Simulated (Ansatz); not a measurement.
`B[Se][SiH2]Cl` + `OC[AsH2]` → `B[AsH]CO` + `Cl[SiH2][SeH]`  (ligand exchange at a B–Se bond)

Program: Ansatz. Geometries: PBE0-D4/def2-TZVP. ΔE: electronic, gas phase. CBS: MP2 limit from def2 TZ/QZ plus the TZ coupled-cluster correction, frozen cores. DFT in def2-TZVPP. B3LYP here is the variant with VWN-RPA as its local correlation; programs differ in this. For As, Se outer-core shells are correlated without core-valence functions, which leaves a few kJ/mol of doubt a bond. Scalar relativity is left out up to krypton. Each species was taken in one conformer, which may not be the lowest.

(1) Is it downhill or uphill in electronic energy at CCSD(T)/CBS, and by how much? (Estimate.)

(2) What do these levels give: r2SCAN-D4, B3LYP-D4, ωB97X-V, B3LYP, HF/def2-TZVPP, CCSD/CBS(def2)? (An estimate is asked.)

Largest T1 diagnostic among the species: 0.013.

## Answers

(1) Ansatz gave: Uphill: ΔE = +15.7 kcal/mol.

(2) Computed: r2SCAN-D4 16.0, B3LYP-D4 16.2, ωB97X-V 15.0, B3LYP 16.0, HF/def2-TZVPP 14.3, CCSD/CBS(def2) 15.1 kcal/mol.

In def2-TZVPP, CCSD(T) changes the Hartree–Fock value by +1.5 kcal/mol (the triples alone add +0.5 kcal/mol) and MP2 by +1.7 kcal/mol.
